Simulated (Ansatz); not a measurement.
Born–Oppenheimer molecular dynamics of Cl$_{2}$GaH$_{3}$ (6 atoms, charge 0, multiplicity 1). It starts at the highest image of a converged band, a first-order saddle point between two minima.

Method: Ansatz, RKS BLYP-D4/def2-SVP.

```yaml
ensemble: NVE (velocity Verlet)
time_step: 0.5 fs
steps_asked: 200
starting_velocities_drawn_for: 300 K
seed: 7765
```

Frames 0.5 fs apart, positions in Å, forces in eV/Å.

Velocities at 85.0 fs (Å/ps):

```
Ga 0.28 0.04 -5.08
Cl 0.83 1.06 9.24
H 7.83 -1.96 0.22
Cl -0.39 -0.58 0.44
H -9.61 -23.29 7.57
H -33.18 5.61 3.10
```

```xyz
6
Properties=species:S:1:pos:R:3:forces:R:3 time_fs=85.0 energy_less_start_eV=-0.199 T=685
Ga -0.030 -0.411 -0.314 -0.43 -0.35 0.22
Cl -0.022 0.062 2.801 0.85 0.73 -1.02
H 0.907 0.754 0.098 0.29 0.15 -0.11
Cl -1.983 0.241 -1.084 0.01 0.04 -0.03
H 0.067 -1.989 -0.256 0.15 0.17 -0.05
H -0.709 -0.500 3.693 -0.87 -0.73 0.99
6
Properties=species:S:1:pos:R:3:forces:R:3 time_fs=85.5 energy_less_start_eV=-0.207 T=701
Ga -0.030 -0.411 -0.316 -0.40 -0.46 0.25
Cl -0.022 0.062 2.806 0.70 0.59 -0.81
H 0.911 0.753 0.098 0.27 0.12 -0.12
Cl -1.984 0.241 -1.084 0.01 0.04 -0.04
H 0.062 -2.001 -0.252 0.15 0.31 -0.06
H -0.726 -0.498 3.696 -0.72 -0.60 0.78
6
Properties=species:S:1:pos:R:3:forces:R:3 time_fs=86.0 energy_less_start_eV=-0.215 T=716
Ga -0.030 -0.411 -0.319 -0.37 -0.56 0.28
Cl -0.021 0.063 2.811 0.49 0.41 -0.53
H 0.916 0.753 0.098 0.24 0.08 -0.14
Cl -1.984 0.240 -1.083 0.00 0.05 -0.04
H 0.058 -2.011 -0.248 0.15 0.43 -0.07
H -0.746 -0.498 3.700 -0.51 -0.42 0.50
6
Properties=species:S:1:pos:R:3:forces:R:3 time_fs=86.5 energy_less_start_eV=-0.219 T=723
Ga -0.030 -0.411 -0.321 -0.33 -0.64 0.32
Cl -0.021 0.063 2.815 0.24 0.22 -0.24
H 0.922 0.753 0.097 0.21 0.05 -0.15
Cl -1.984 0.240 -1.083 0.00 0.05 -0.05
H 0.054 -2.021 -0.245 0.15 0.54 -0.08
H -0.766 -0.498 3.706 -0.27 -0.22 0.20
6
Properties=species:S:1:pos:R:3:forces:R:3 time_fs=87.0 energy_less_start_eV=-0.217 T=719
Ga -0.030 -0.411 -0.324 -0.30 -0.70 0.35
Cl -0.020 0.064 2.820 -0.01 0.02 0.06
H 0.928 0.752 0.096 0.18 0.01 -0.17
Cl -1.984 0.240 -1.083 0.00 0.06 -0.05
H 0.051 -2.029 -0.242 0.15 0.63 -0.09
H -0.787 -0.499 3.712 -0.01 -0.03 -0.10
6
Properties=species:S:1:pos:R:3:forces:R:3 time_fs=87.5 energy_less_start_eV=-0.209 T=703
Ga -0.030 -0.411 -0.326 -0.26 -0.73 0.39
Cl -0.020 0.065 2.824 -0.25 -0.15 0.33
H 0.934 0.752 0.095 0.14 -0.03 -0.18
Cl -1.984 0.239 -1.083 -0.01 0.07 -0.05
H 0.048 -2.036 -0.239 0.15 0.71 -0.10
H -0.809 -0.500 3.718 0.23 0.14 -0.38
6
Properties=species:S:1:pos:R:3:forces:R:3 time_fs=88.0 energy_less_start_eV=-0.196 T=680
Ga -0.030 -0.411 -0.329 -0.22 -0.75 0.42
Cl -0.019 0.065 2.829 -0.47 -0.30 0.55
H 0.941 0.752 0.093 0.11 -0.07 -0.20
Cl -1.984 0.239 -1.083 -0.01 0.07 -0.06
H 0.045 -2.041 -0.236 0.15 0.76 -0.11
H -0.829 -0.501 3.723 0.45 0.29 -0.61
6
Properties=species:S:1:pos:R:3:forces:R:3 time_fs=88.5 energy_less_start_eV=-0.183 T=653
Ga -0.030 -0.411 -0.331 -0.18 -0.75 0.45
Cl -0.019 0.066 2.833 -0.66 -0.42 0.73
H 0.948 0.751 0.091 0.07 -0.11 -0.22
Cl -1.985 0.239 -1.083 -0.02 0.08 -0.06
H 0.042 -2.045 -0.234 0.15 0.79 -0.11
H -0.849 -0.501 3.727 0.64 0.41 -0.79
6
Properties=species:S:1:pos:R:3:forces:R:3 time_fs=89.0 energy_less_start_eV=-0.170 T=629
Ga -0.029 -0.411 -0.334 -0.14 -0.73 0.47
Cl -0.018 0.066 2.838 -0.80 -0.51 0.85
H 0.955 0.751 0.088 0.04 -0.14 -0.23
Cl -1.985 0.239 -1.082 -0.02 0.08 -0.06
H 0.040 -2.046 -0.231 0.15 0.80 -0.12
H -0.867 -0.500 3.729 0.78 0.50 -0.92
6
Properties=species:S:1:pos:R:3:forces:R:3 time_fs=89.5 energy_less_start_eV=-0.161 T=613
Ga -0.029 -0.411 -0.336 -0.10 -0.70 0.50
Cl -0.018 0.067 2.842 -0.90 -0.56 0.93
H 0.962 0.750 0.085 0.00 -0.17 -0.24
Cl -1.985 0.238 -1.082 -0.02 0.09 -0.07
H 0.038 -2.046 -0.229 0.15 0.79 -0.12
H -0.883 -0.498 3.728 0.88 0.55 -1.00
6
Properties=species:S:1:pos:R:3:forces:R:3 time_fs=90.0 energy_less_start_eV=-0.159 T=607
Ga -0.029 -0.412 -0.339 -0.07 -0.65 0.52
Cl -0.017 0.068 2.847 -0.96 -0.59 0.96
H 0.970 0.748 0.081 -0.03 -0.20 -0.25
Cl -1.985 0.238 -1.082 -0.03 0.09 -0.07
H 0.037 -2.043 -0.228 0.15 0.77 -0.12
H -0.897 -0.495 3.726 0.94 0.58 -1.03
6
Properties=species:S:1:pos:R:3:forces:R:3 time_fs=90.5 energy_less_start_eV=-0.162 T=615
Ga -0.029 -0.412 -0.341 -0.03 -0.59 0.53
Cl -0.017 0.068 2.852 -0.97 -0.58 0.94
H 0.977 0.747 0.076 -0.06 -0.22 -0.26
Cl -1.986 0.238 -1.082 -0.03 0.10 -0.07
H 0.035 -2.039 -0.226 0.15 0.72 -0.12
H -0.909 -0.490 3.720 0.95 0.57 -1.02
```

Of the whole run (100 fs, mean temperature of the second half 677 K): The conserved energy stayed within 0.095 meV per atom of its start (net change -0.035 meV per atom), so the integration is sound. The kinetic energy rose, since the run started high on the potential surface and went downhill. It ends in pieces (ClGaH2 + ClH), so much of that is their flight and rotation, not heat. A run of 0.1 ps of so small a system gives no equilibrium averages. The orbitals stay closed-shell, which can raise the energy where a bond breaks towards radicals; this wasn't checked here.

Time of the run: 3.1 min on 2 threads of Arm Neoverse V2, with other jobs on the host, peak memory 0.14 GiB.
